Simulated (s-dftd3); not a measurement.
CH2NO, doublet, geometry from GFN2-xTB; D3(zero) for bp86 in s-dftd3 1.4.0.

The s-dftd3 input:
```
$ s-dftd3 mol.xyz --zero bp86 --json dftd3.json --noedisp --grad

# file mol.xyz
5

O     -0.26239492     1.20792016    -0.01400583
C     -0.41467571     0.01679901     0.00061495
N      0.43485650    -0.99377497     0.01109142
H      0.09501155    -1.93993374     0.02313653
H      1.44820656    -0.86779678     0.00758046
```

Output, abridged:

```
-----------------------------------
 s i m p l e   D F T - D 3  v1.4.0
-----------------------------------

Zero (Chai-Head-Gordon) damping: bp86-D3(0)
--------------------
  s6         1.0000
  s8         1.6830
  s9         0.0000
 rs6         1.1390
 rs8         1.0000
 alp        14.0000
--------------------

Dispersion energy:      -9.8120907564348E-04 Eh

Gradient norm:           4.5609863867972E-04 Eh/a0
--------------------------------------------------
     #    Z           dE/dx      dE/dy      dE/dz
--------------------------------------------------
     1    8 O    -6.747E-05  3.970E-05 -3.444E-07
     2    6 C     1.530E-04 -1.698E-04  1.740E-06
     3    7 N    -1.049E-04  3.322E-04 -3.787E-06
     4    1 H     3.435E-05 -4.423E-05  4.641E-07
     5    1 H    -1.496E-05 -1.578E-04  1.927E-06
--------------------------------------------------

Virial:
--------------------------------------------------
      component           x          y          z
--------------------------------------------------
          x      -2.074E-04 -5.350E-05  1.052E-06
          y      -5.350E-05 -1.176E-04  1.520E-06
          z       1.052E-06  1.520E-06 -2.035E-08
--------------------------------------------------

[Info] JSON dump of results written to 'dftd3.json'
```
